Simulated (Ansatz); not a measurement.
[V(H2S)Cl5]2- (VH₂SCl₅²⁻). Total charge -2; triplet. Geometry PBE-D4/def2-SVPD.

```csv
atom,x (Å),y (Å),z (Å)
V1,-0.537,-0.005,-0.586
S2,0.798,0.793,1.722
H3,0.589,-0.491,2.150
H4,1.698,0.329,0.732
Cl5,-1.340,-0.788,-2.632
Cl6,-0.005,2.226,-1.196
Cl7,-0.499,-2.120,0.599
Cl8,-2.643,0.579,0.336
Cl9,1.940,-0.524,-1.125
```

A multiply charged anion in the gas phase is held together partly by the finite basis. At HF/STO-3G, PBE-D4/def2-TZVPD the highest occupied level of the charge -2 triplet lies above zero (up to 2.86 eV). Energy differences disagree on whether the electron is bound (positive means bound): -0.37 eV (vertical, against the charge -1 doublet, at PBE-D4/def2-TZVPD), but 0.10 eV at r2SCAN-D4/def2-TZVPD.

Estimate the α-spin orbital energies around the gap (eV) in Ansatz with HF/STO-3G, PBE-D4/def2-TZVPD, CAM-B3LYP-D4/def2-TZVPD, ωB97X-V/def2-TZVPD, ωB97M-V/def2-TZVPD.


```csv
orbital,HF/STO-3G,PBE-D4/def2-TZVPD,CAM-B3LYP-D4/def2-TZVPD,ωB97X-V/def2-TZVPD,ωB97M-V/def2-TZVPD
HOMO−5,-0.14,0.84,-1.79,-2.82,-2.67
HOMO−4,-0.07,0.88,-1.74,-2.78,-2.64
HOMO−3,0.14,1.01,-1.62,-2.65,-2.52
HOMO−2,0.21,1.31,-1.32,-2.36,-2.24
HOMO−1,0.29,2.81,-1.23,-2.29,-2.21
HOMO,0.52,2.86,-1.16,-2.21,-2.12
LUMO,15.17,3.22,5.38,6.00,5.40
LUMO+1,15.79,4.37,5.47,6.45,6.26
LUMO+2,16.25,4.68,6.10,6.88,6.31
LUMO+3,18.65,4.84,6.30,6.95,6.33
LUMO+4,19.05,5.59,6.39,6.98,6.39
LUMO+5,20.75,5.66,6.40,7.01,6.45
β HOMO,0.20,1.31,-1.30,-2.33,-2.21
β LUMO,16.85,4.20,5.48,6.01,5.40
```
